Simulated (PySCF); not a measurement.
How exact exchange moves a shielding

Molecule: `[SiH3]NBC#C`, C$_{2}$H$_{6}$BNSi.

Geometry:
| atom | x (Å) | y (Å) | z (Å) |
| --- | --- | --- | --- |
| C1 | 2.417 | -0.818 | 0.806 |
| C2 | 1.643 | 0.020 | 0.380 |
| B3 | 0.713 | 1.121 | -0.147 |
| N4 | -0.650 | 0.888 | -0.405 |
| Si5 | -1.589 | -0.593 | -0.218 |
| H6 | 3.095 | -1.562 | 1.183 |
| H7 | 1.163 | 2.227 | -0.344 |
| H8 | -1.165 | 1.698 | -0.738 |
| H9 | -0.656 | -1.740 | -0.077 |
| H10 | -2.450 | -0.760 | -1.427 |
| H11 | -2.484 | -0.506 | 0.975 |

GIAO shieldings (ppm, equivalent atoms averaged) in PySCF on the PBE0-D3(BJ)/def2-SVP geometry, basis pcSseg-2, gas phase, non-relativistic:

| functional | exact exchange (%) | σ(C2) | σ(B3) | σ(N4) | σ(Si5) |
| --- | --- | --- | --- | --- | --- |
| BLYP | 0 | 79.8 | 58.6 | 131.3 | 372.4 |
| BP86 | 0 | 83.1 | 61.1 | 135.8 | 379.6 |
| PBE | 0 | 82.5 | 60.2 | 135.0 | 381.1 |
| B3LYP | 20 | 85.1 | 61.7 | 140.2 | 383.8 |
| mPW1PW91 | 25 | 89.0 | 64.2 | 146.0 | 394.0 |
| BHandHLYP | 50 | 92.7 | 66.9 | 152.3 | 401.7 |
| HF | 100 | 106.1 | 77.4 | 171.4 | 435.8 |

Q: Fit each shielding as a line in the percentage of exact exchange.

A: σ(C2) = 81.6 + 0.24 x (rms 1.3 ppm); σ(B3) = 59.5 + 0.17 x (rms 1.0 ppm); σ(N4) = 134.2 + 0.37 x (rms 1.7 ppm); σ(Si5) = 376.7 + 0.57 x (rms 3.6 ppm). The functionals also differ in their semilocal parts, which the line can't hold; Hartree–Fock has no correlation at all.

Q: What does the line predict for PBE0 (25 %), and what does the run give?

A: σ(C2): 87.6 predicted, 89.2 computed; σ(B3): 63.8 predicted, 64.2 computed; σ(N4): 143.4 predicted, 146.0 computed; σ(Si5): 390.9 predicted, 395.3 computed ppm.
